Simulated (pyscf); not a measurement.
PySCF, gas phase, ωB97X-D3(BJ)/def2-SVP geometries. Correlated levels are frozen-core, on RHF or UHF. ΔMP2 is the change of the MP2 total energy from the triple- to the quadruple-zeta basis.

Question: How much does it cost (ΔH, 298 K, CCSD(T)/def2-TZVPP + ΔMP2(QZVPP)) to split H₂Sb–TeH at its Sb–Te bond into SbH₂• + TeH•?

Answer: Sb–Te to SbH₂• + TeH•: 48.7 kcal/mol. The CCSD(T) − MP2 part came from Ansatz, without density fitting, on the same reference. The frozen core leaves the outer d or s,p core shells of the metals and heavy elements correlated in the MP2 and CC values, and def2-TZVPP describes them poorly, which can shift differences by a few kcal/mol. Left out: the spin-orbit lowering of TeH, which is large for Br, Se, Te and I. Elements past Kr carry the def2 core potentials, without spin-orbit coupling.
